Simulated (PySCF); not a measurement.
CH₃CdFS, SMILES [Cd]([S]C)[F].

The structure is a stationary point at B3LYP-D3(BJ)/def2-SVP. The def2 effective core potentials stand for the cores of Cd; spin–orbit coupling is left out. Other conformers were not sampled.

Calculation: IEF-PCM-ωB97X/def2-SVP (PySCF 2.14.0).

The values are the electrostatic part of the solvation free energy, E(continuum) − E(gas) at the gas-phase geometry, in a cavity of scaled van der Waals radii (PySCF's table); cavitation and dispersion terms are not included. A continuum can't describe solvent molecules that bind to the metal. In vacuum the orbital gap is 9.57 eV. The dipole moment in vacuum is 2.18 D.

```
solvent              ε  ΔG(elec) (kcal/mol)  dipole (D)  gap (eV)
---------------  -----  -------------------  ----------  --------
water            78.36                -18.0        2.02     10.06
chloroform        4.71                    …           …         …
tetrahydrofuran   7.43                -14.5        2.06      9.94
```

**Question.** Some entries are withheld; supply them. (Estimate from the structure and the level; the computed values follow.)

**Answer.** 
- chloroform, ΔG(elec) (kcal/mol): -12.6
- chloroform, dipole (D): 2.08
- chloroform, gap (eV): 9.88
